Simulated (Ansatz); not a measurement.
`CCOBCl` + H₂ → `COBCl` + CH₄ at 600 K and 1 bar (hydrogenolysis of a C–C bond).

Gas-phase electronic energies from Ansatz, PBE0-D4/def2-TZVP geometries. CCSD(T)/CBS is the MP2 limit (def2-TZVPP, def2-QZVPP) plus CCSD(T) − MP2 in def2-TZVPP, frozen cores. This one scheme is used for every species. Each species was taken in one conformer, which may not be the lowest.

```csv
species,CCSD(T)/CBS energy (Eh),H − E (kJ/mol),S (J/(mol·K))
`CCOBCl`,-639.54595,280.7,419.1
H₂,-1.17544,43.9,150.8
`COBCl`,-600.27977,193.6,366.3
CH₄,-40.46206,140.4,215.7
```

H − E and S are ideal-gas, rigid-rotor, harmonic terms from PBE0-D4/def2-TZVP, for one conformer and one mirror image of each species. For small species the MP2-based limit differs from directly extrapolated CCSD(T) by up to some mEh (0.8 for H₂); such offsets cancel only in part. 1 Eh = 2625.50 kJ/mol, R = 8.31446 J/(mol·K).

**Question.** By hand: ΔE, ΔH, ΔS and ΔG.

**Answer.** ΔE = (-600.27977) + (-40.46206) − (-639.54595) − (-1.17544) = -0.02044 Eh = -53.7 kJ/mol. Δ(H − E) = 193.6 + 140.4 − 280.7 − 43.9 = 9.4, so ΔH = -44.3 kJ/mol. ΔS = 366.3 + 215.7 − 419.1 − 150.8 = 12.1 J/(mol·K). ΔG = -44.3 − 600 × (12.1)/1000 = -51.6 kJ/mol.

**Question.** By hand: the equilibrium constant, and the temperature at which ΔG would vanish if ΔH and ΔS stayed fixed.

**Answer.** log₁₀ K = −ΔG/(RT ln 10) = 4.5. ΔH and −TΔS have one sign here, so there is no such temperature.

The number of gas molecules stays the same, so ΔS is small and ΔH decides. A doubt of 5 kJ/mol in ΔE shifts log₁₀ K by 0.4 here. Other conformers and mirror images would add mixing entropy, several J/(mol·K) or more a flexible species. These are equilibria of isolated gas molecules and say nothing of rates. Largest T1 diagnostic: 0.012 (customary marks: 0.02 for closed shells, 0.045 for open ones).

ΔS is within the doubt of such terms, so its sign, and with it that verdict, could turn.
